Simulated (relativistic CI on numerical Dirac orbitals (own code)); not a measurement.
# Line list: Electric-dipole lines, Tb XXI

Calculated at this level of theory: Dirac-Coulomb-Breit CI, KLI orbitals optimised for each configuration, model QED (radiative potential, 1s self-energy scaled to tabulated hydrogen-like ionisation energies), unscaled Slater integrals (own radial code, finite nucleus).

CI space (outside the closed core [Ar] 3d10): 4s2.4p6.4d9, 4s2.4p5.4d10, 4s2.4p6.4d8.4f, 4s.4p6.4d10, 4s2.4p5.4d9.4f, 4s2.4p6.4d8.5s, 4s.4p6.4d9.4f, 4s2.4p6.4d8.5p, 4s2.4p6.4d7.4f.5s, 4s2.4p6.4d8.5d, 4s2.4p6.4d7.5s.5p, 4s2.4p5.4d9.5s, 4s2.4p6.4d7.5s2, 4s2.4p6.4d6.4f.5s2, 4s2.4p5.4d7.4f.5s2, 4s.4p6.4d7.4f.5s2. Double excitations out of closed p, d and f shells are left out; levels of such configurations are missing from the list, as are those of other unlisted configurations, and high levels can miss mixing partners.

| λ vac (Å) | Lower | Upper | A (s⁻¹) | E lower (cm⁻¹) | E upper (cm⁻¹) |
| --- | --- | --- | --- | --- | --- |
| 48.951 | 4s2.4p6.4d9 2D_3/2 [2] | 4s2.4p6.4d8.5p 2F°_5/2 [136] | 3.52e+11 | 60815 | 2103676 |
| 48.959 | 4s2.4p6.4d9 2D_5/2 [1] | 4s2.4p6.4d8.5p 2P°_3/2 [121] | 3.71e+11 | 0 | 2042508 |
| 49.149 | 4s2.4p6.4d9 2D_5/2 [1] | 4s2.4p6.4d8.5p 2D°_5/2 [119] | 2.74e+11 | 0 | 2034647 |
| 49.436 | 4s2.4p6.4d9 2D_5/2 [1] | 4s2.4p6.4d8.5p 2D°_5/2 [118] | 3.31e+11 | 0 | 2022835 |
| 49.512 | 4s2.4p6.4d9 2D_5/2 [1] | 4s2.4p6.4d8.5p 2F°_7/2 [117] | 4.14e+11 | 0 | 2019719 |
| 49.525 | 4s2.4p6.4d9 2D_3/2 [2] | 4s2.4p6.4d8.5p 2D°_3/2 [129] | 4.41e+11 | 60815 | 2079981 |
| 50.219 | 4s2.4p6.4d9 2D_5/2 [1] | 4s2.4p6.4d8.5p 4G°_5/2 [110] | 1.86e+11 | 0 | 1991278 |
| 61.083 | 4s2.4p6.4d9 2D_3/2 [2] | 4s2.4p6.4d8.4f 2P°_1/2 [89] | 4.72e+12 | 60815 | 1697937 |
| 62.889 | 4s2.4p6.4d9 2D_5/2 [1] | 4s2.4p6.4d8.4f 2F°_7/2 [82] | 4.34e+12 | 0 | 1590115 |
| 62.995 | 4s2.4p6.4d9 2D_3/2 [2] | 4s2.4p6.4d8.4f 2F°_5/2 [84] | 4.35e+12 | 60815 | 1648245 |
| 63.396 | 4s2.4p6.4d9 2D_5/2 [1] | 4s2.4p6.4d8.4f 2P°_3/2 [81] | 4.30e+12 | 0 | 1577392 |
| 63.485 | 4s2.4p6.4d9 2D_5/2 [1] | 4s2.4p6.4d8.4f 2D°_5/2 [80] | 4.28e+12 | 0 | 1575181 |
| 63.849 | 4s2.4p6.4d9 2D_3/2 [2] | 4s2.4p6.4d8.4f 2D°_3/2 [83] | 4.19e+12 | 60815 | 1627007 |
| 80.205 | 4s2.4p6.4d8.4f 4D°_3/2 [6] | 4s2.4p5.4d9.4f 2P_1/2 [187] | 4.46e+11 | 1186161 | 2432971 |
| 80.479 | 4s2.4p6.4d8.4f 4I°_15/2 [10] | 4s2.4p6.4d8.5d 4H_13/2 [194] | 7.93e+10 | 1202177 | 2444733 |
| 83.371 | 4s2.4p6.4d8.4f 4G°_11/2 [17] | 4s2.4p5.4d9.4f 4F_9/2 [184] | 2.04e+11 | 1229270 | 2428734 |
| 83.508 | 4s2.4p6.4d8.4f 4F°_5/2 [4] | 4s2.4p5.4d9.4f 4D_3/2 [168] | 1.76e+11 | 1175310 | 2372802 |
| 83.568 | 4s2.4p6.4d8.4f 4H°_13/2 [15] | 4s2.4p5.4d9.4f 4G_11/2 [179] | 4.42e+11 | 1213908 | 2410533 |
| 83.643 | 4s2.4p6.4d8.4f 4I°_15/2 [10] | 4s2.4p5.4d9.4f 4H_13/2 [175] | 4.99e+11 | 1202177 | 2397737 |
| 83.837 | 4s2.4p6.4d8.4f 4I°_13/2 [11] | 4s2.4p5.4d9.4f 2H_11/2 [174] | 4.33e+11 | 1202696 | 2395480 |
| 83.929 | 4s2.4p6.4d8.4f 4H°_11/2 [13] | 4s2.4p5.4d9.4f 4G_9/2 [176] | 4.84e+11 | 1208775 | 2400264 |
| 84.190 | 4s2.4p6.4d8.4f 2I°_11/2 [32] | 4s2.4p5.4d9.4f 4G_9/2 [199] | 2.74e+11 | 1261267 | 2449055 |
| 84.315 | 4s2.4p6.4d8.4f 4F°_7/2 [5] | 4s2.4p5.4d9.4f 4D_5/2 [164] | 3.03e+11 | 1176708 | 2362735 |
| 84.822 | 4s2.4p6.4d8.4f 4F°_5/2 [4] | 4s2.4p5.4d9.4f 2D_3/2 [161] | 1.29e+11 | 1175310 | 2354253 |
| 84.991 | 4s2.4p6.4d8.4f 2G°_9/2 [16] | 4s2.4p5.4d9.4f 2F_7/2 [172] | 3.20e+11 | 1216871 | 2393461 |
| 85.085 | 4s2.4p6.4d8.4f 4F°_9/2 [7] | 4s2.4p5.4d9.4f 4D_7/2 [163] | 2.07e+11 | 1187280 | 2362575 |
| 85.547 | 4s2.4p6.4d8.4f 4H°_9/2 [38] | 4s2.4p5.4d9.4f 4F_7/2 [190] | 2.77e+11 | 1268171 | 2437119 |
| 85.804 | 4s2.4p6.4d8.4f 4F°_5/2 [4] | 4s2.4p5.4d9.4f 2G_7/2 [158] | 7.90e+10 | 1175310 | 2340760 |
| 86.385 | 4s2.4p6.4d8.4f 4D°_7/2 [12] | 4s2.4p5.4d9.4f 4D_7/2 [163] | 1.11e+11 | 1204965 | 2362575 |
| 86.525 | 4s2.4p6.4d8.4f 4G°_11/2 [17] | 4s2.4p5.4d9.4f 2G_9/2 [171] | 1.57e+11 | 1229270 | 2385011 |
| 86.666 | 4s2.4p6.4d8.4f 4F°_7/2 [5] | 4s2.4p5.4d9.4f 4G_9/2 [154] | 6.67e+10 | 1176708 | 2330557 |
| 86.812 | 4s2.4p6.4d8.4f 4F°_9/2 [7] | 4s2.4p5.4d9.4f 4G_11/2 [157] | 5.86e+10 | 1187280 | 2339196 |
| 87.468 | 4s2.4p6.4d8.4f 4F°_9/2 [7] | 4s2.4p5.4d9.4f 4G_9/2 [154] | 1.11e+11 | 1187280 | 2330557 |
| 87.787 | 4s2.4p6.4d8.4f 4H°_13/2 [15] | 4s2.4p5.4d9.4f 4H_13/2 [160] | 1.27e+11 | 1213908 | 2353033 |
| 88.206 | 4s2.4p6.4d8.4f 4F°_7/2 [5] | 4s2.4p5.4d9.4f 4D_7/2 [151] | 8.97e+10 | 1176708 | 2310415 |
| 88.386 | 4s2.4p6.4d8.4f 2G°_7/2 [20] | 4s2.4p5.4d9.4f 2F_5/2 [166] | 2.19e+11 | 1233336 | 2364733 |
| 88.463 | 4s2.4p6.4d8.4f 4H°_11/2 [13] | 4s2.4p5.4d9.4f 4G_11/2 [157] | 1.57e+11 | 1208775 | 2339196 |
| 88.626 | 4s2.4p6.4d8.4f 4D°_7/2 [12] | 4s2.4p5.4d9.4f 2D_5/2 [155] | 1.63e+11 | 1204965 | 2333305 |
| 89.036 | 4s2.4p6.4d8.4f 4F°_9/2 [7] | 4s2.4p5.4d9.4f 4D_7/2 [151] | 8.86e+10 | 1187280 | 2310415 |
| 89.077 | 4s2.4p6.4d8.4f 2H°_9/2 [22] | 4s2.4p5.4d9.4f 2H_9/2 [162] | 1.94e+11 | 1235015 | 2357645 |
| 89.680 | 4s2.4p6.4d8.4f 4G°_11/2 [17] | 4s2.4p5.4d9.4f 2H_11/2 [159] | 1.50e+11 | 1229270 | 2344340 |
| 90.176 | 4s2.4p6.4d8.4f 4I°_13/2 [11] | 4s2.4p5.4d9.4f 4I_13/2 [152] | 1.58e+11 | 1202696 | 2311634 |
| 91.316 | 4s2.4p6.4d8.4f 4I°_15/2 [10] | 4s2.4p5.4d9.4f 4I_15/2 [150] | 1.66e+11 | 1202177 | 2297271 |
| 193.78 | 4s2.4p6.4d8.5p 2G°_9/2 [103] | 4s2.4p6.4d8.5d 2H_11/2 [185] | 9.30e+10 | 1912936 | 2428996 |
| 228.54 | 4s2.4p6.4d8.5p 4G°_11/2 [114] | 4s2.4p6.4d8.5d 4H_13/2 [194] | 6.94e+10 | 2007180 | 2444733 |

Terms are leading LS components. Brackets give the number of a level in order of energy, since labels repeat. The list gives strong lines, with weight on those to low levels, without lines whose two gauges differ by over a factor of 2.5, among the lowest 200 of 2955 levels, so that lines to higher ones, which can be the strongest, are missing. Levels whose partners in the same complex of configurations lie outside the list can be far off, and so can their lines. Rates are taken at the computed energies, electric ones in the length gauge.

At this charge energies of transitions that change n are usually good to better than 1 %, and those within a shell (Δn = 0) to a few per cent.

LS names give the leading component of a level, which can be under half, so a name can repeat, a term be missing and a line seem to break the LS rules.
